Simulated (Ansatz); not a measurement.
Program: Ansatz. Geometries: PBE0-D4/def2-TZVP. ΔE: electronic, gas phase. CCSD(T)/CBS is the MP2 limit (def2-TZVPP, def2-QZVPP) plus CCSD(T) − MP2 in def2-TZVPP, frozen cores. DFT in def2-TZVPP. Each species was taken in one conformer, which may not be the lowest.

`N[SiH2]O[SiH](N)Cl` + `FC[SiH3]` → `N[SiH2]C(F)[SiH3]` + `N[SiH](O)Cl`  (formal exchange of groups at the Si–O bond)

```tsv
level	ΔE (eV)
PBE0-D4	1.30
ωB97M-V	1.36
PBE0	1.28
HF/def2-QZVPP	1.62
MP2/def2-QZVPP	1.41
SCS-MP2/def2-QZVPP	1.44
MP2/CBS(def2)	1.40
CCSD/CBS(def2)	1.41
```

**Question.** What does CCSD(T)/CBS give? (Best estimate.)

**Answer.** Ansatz gave: +1.38 eV. The listed levels differ from it by -0.08, -0.02, -0.10, 0.24, 0.03, 0.06, 0.02, 0.03 eV.

Largest T1 diagnostic among the species: 0.012.

From PBE to PBE0 (25 % exact exchange), in def2-TZVPP and without D4, ΔE moves by +0.08 eV. In def2-TZVPP, CCSD(T) changes the Hartree–Fock value by −0.21 eV (the triples alone add −0.03 eV) and MP2 by −0.19 eV.
